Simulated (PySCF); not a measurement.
Assigning NMR signals

Geometry (Å), atoms numbered from 1 in this order:
```xyz
17

C     2.579   -0.998    1.295
C     1.312   -0.517    0.669
C     0.467    0.381    1.524
O     0.752    0.724    2.640
N     0.981   -0.852   -0.496
Si   -0.276   -0.616   -1.633
O    -1.513    0.352   -1.219
Si   -2.774    1.333   -0.962
H     3.175   -0.143    1.609
H     2.344   -1.572    2.190
H     3.139   -1.611    0.597
H    -0.464    0.707    1.028
H     0.394    0.009   -2.765
H    -0.830   -1.949   -1.825
H    -3.427    0.839    0.250
H    -3.643    1.249   -2.133
H    -2.223    2.675   -0.777
```

Computed data (PySCF 2.14.0 with density-fitted response routines): NMR shieldings at PBE0/pcSseg-1/GIAO, GFN2-xTB structure. Relativity neglected, a single conformation, rapidly exchanging positions averaged, isolated molecule.

Chemical shifts δ = σref − σ; ¹³C (σ = 186.93 ppm), ¹H (σ = 31.72 ppm) against TMS, all at this level.

Question: Assign these signals to the numbered atoms. ¹³C{¹H} NMR (computed): δ 193.8 (CH), 181.3 (C), 27.2 (CH3).

Answer: 
193.8 → C3, aldehyde carbonyl carbon: the double bond to the heteroatom, with no lone-pair donor beside it, deshields it most
181.3 → C2, C=N carbon
27.2 → C1, methyl carbon: saturated and bonded to C and H only

Question: Assign these signals to the numbered atoms. ¹H NMR (400 MHz, computed): δ 9.60 (s, 1H), 5.44 (s, 2H), 5.19 (s, 3H), 2.37 (s, 3H).

Answer: 
9.60 → H12, hydrogen on an aldehyde carbonyl carbon: the C=O anisotropy and electron withdrawal place aldehyde protons far downfield
5.44 → H13/H14, hydrogen on a silicon bonded to N, O
5.19 → H15/H16/H17, hydrogen on a silicon bonded to O
2.37 → H9/H10/H11, hydrogen on a methyl carbon

Shifts are as computed. Against solution values, carbons near 30 ppm lie about +3 ppm off and those near 130 ppm about +5 ppm. Of 1309 compounds with measured shifts, 239 miss one by over three times the rms of a fit or turn the order of signals round; such compounds aren't used in these exercises. No couplings were computed; multiplicities are counted from neighbouring protons, with m where these are inequivalent, close in shift, in a saturated or five-membered ring or joined by F or P, and br s for small geminal =CH2 splittings.
